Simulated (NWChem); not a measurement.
Two isomers of CH₆FNOSi, each optimised at PBE0/def2-SVP with NWChem. Flexible species stand in one conformer each, which need not be the lowest. 

A: N[Si@@H](O)CF
B: F[Si@H](O)CN

### Question
Which is lower in energy, by how much, and how do their other properties compare?

### Answer
B is lower by 24.2 kcal/mol in electronic energy; with zero-point energies, B − A = -23.1 kcal/mol.
```
                                       A      B
---------------------------------  -----  -----
highest occupied level (eV)        -7.42  -6.51
orbital gap (eV)                    8.62   7.70
dipole (D)                          1.15   2.06
highest harmonic frequency (cm⁻¹)   3926   3942
zero-point energy (kcal/mol)        49.9   51.0
```
